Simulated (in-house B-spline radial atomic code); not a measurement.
F²⁺: [He] 2s2 2p2 3p1 (an excited or competing configuration)

Computed with an all-electron radial atomic-structure program (B-spline basis): non-relativistic Hartree-Fock with fractional occupations, spin-polarised, spherical fractional occupations, point nucleus.

Screening seen three ways: the hydrogenic charge with the same mean radius, Z_r = [3n² - l(l+1)]/(2<r>), the one with the same energy, Z_e = n√(-2ε), and Slater's rules. Values are occupation-weighted means over spin.

```tsv
shell	electrons	ε (eV)	<r> (bohr)	Z_r	Z_e	Slater
1s	2	-786.62	0.1752	8.56	7.60	8.70
2s	2	-92.666	0.8825	6.80	5.22	6.25
2p	2	-69.414	0.8402	5.95	4.52	6.25
3p	1	-14.234	3.172	3.94	3.07	3.60
```

The least bound orbital is 3p up at -14.23 eV, and it is also the most diffuse (<r> = 3.172 bohr).

Caution: exact exchange at fractional occupations of open shells leaves self-interaction of up to several eV.
